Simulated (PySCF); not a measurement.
Atoms are numbered as in `[CH3:1][N+:2]([CH3:3])([CH3:4])[AlH3-2:5][N+:6]([CH3:7])([CH3:8])[CH3:9]` (H(Xn): hydrogen on atom n).

- coordinates at the PBE0-D3(BJ)/def2-SVP level
- shieldings: GIAO B97-2/pcSseg-1
- program: PySCF 2.14.0 with density-fitted response routines
- no relativistic terms, a single conformation, isolated molecule, averaged over atoms made equivalent by symmetry, fast rotation or ring inversion

δ = σ(ref) − σ, references computed at the same level: ¹³C and ¹H against TMS; ¹⁵N against NH3; ²⁷Al vs AlH4-.

```
                              atoms  nucleus  count  δ (ppm)
                                Al5     ²⁷Al      1        ?
                  C1/C3/C4/C7/C8/C9      ¹³C      6     45.8
H(C1)/H(C3)/H(C4)/H(C7)/H(C8)/H(C9)       ¹H     18        ?
                              N2/N6      ¹⁵N      2     43.1
                             H(Al5)       ¹H      3     3.14
```

Task: Estimate the values marked ?.

Result: 
- H(C1)/H(C3)/H(C4)/H(C7)/H(C8)/H(C9): 2.19 ppm, hydrogen on a methyl carbon bonded to N; its carbon carries N, which withdraws density
- Al5: 33.2 ppm, aluminium bonded to 2 N, 3 H

Hydrides on Al or Ga are broadened by the quadrupolar metal nucleus. Shifts are as computed. Against solution values, carbons near 30 ppm lie about +1 ppm off and those near 130 ppm about +2 ppm. Of 1211 compounds with measured shifts, 218 miss one by over three times the rms of a fit or turn the order of signals round; such compounds aren't used in these exercises. Experimental scales use liquid or dissolved standards, which lie at an offset from isolated NH3 (liquid NH3: subtract about 20 ppm).
